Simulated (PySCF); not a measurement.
**A small calculation by hand: entropy of an ideal gas**

C2H3FSi, SMILES C#C[SiH2]F.

Coordinates come from a PBE0-D3(BJ)/def2-SVP optimisation.

PBE0-D3(BJ)/def2-SVP run with PySCF 2.14.0 gives the harmonic wavenumbers 151, 225, 363, 647, 663, 739, 746, 767, 876, 937, 965, 2172, 2281, 2283, 3472 cm⁻¹ and the rotational temperatures 0.8739, 0.1595, 0.1396 K. The molar mass is 74.13 g/mol, the symmetry number 1, the spin multiplicity 1.

Problem. Work out the entropy at 298.15 K and 1 atm in the rigid-rotor, harmonic-oscillator model.

Solution. 
Translation (Sackur–Tetrode at 1 atm): S = R[1.5 ln M + 2.5 ln T − 1.16487] = 162.4 J/(mol K).
Rotation: q = (√π/σ) T^1.5/√(θA θB θC) = 65400, S = R[ln q + 3/2] = 104.7 J/(mol K).
Vibration: with u = 1.4388 ν/T, each mode gives R[u/(e^u − 1) − ln(1 − e^−u)]:
```csv
ν (cm⁻¹),modes,u,S (J/(mol K))
151,1,0.73,11.13
225,1,1.09,8.03
363,1,1.75,4.64
647,1,3.12,1.57
663,1,3.20,1.48
739,1,3.57,1.10
746,1,3.60,1.07
767,1,3.70,0.99
876,1,4.23,0.64
937,1,4.52,0.50
965,1,4.66,0.45
```
The stiffer modes add less than 0.005 each. Sum 31.6 J/(mol K).
Spin: R ln 1 = 0.0 J/(mol K).
Total 298.7 J/(mol K); the program's own thermochemistry gives 298.7. Translation makes up 54 % and vibration 11 %. Anharmonicity, hindered rotation and orbital degeneracy are left out.
